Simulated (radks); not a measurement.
Results of a calculation; reference values are marked as such.
Problem. Ionisation of I+, [Kr] 4d10 5s2 5p4, to I2+, [Kr] 4d10 5s2 5p3, under several functionals. Scalar-relativistic Kohn-Sham, spin-unpolarised, spherical densities, finite nucleus; a radial shooting solver on a logarithmic mesh with Libxc functionals. Known Delta-SCF values: exchange-only r2SCAN 19.143 eV. What does r2SCAN give, and what is its highest occupied eigenvalue?

Solution. 20.092 eV by Delta-SCF; the 5p eigenvalue is -15.621 eV. NIST: 19.131 eV (measured).

Beside tabulated values, note that spin-unpolarised runs miss the spin-polarisation part of the exchange energy of open shells.
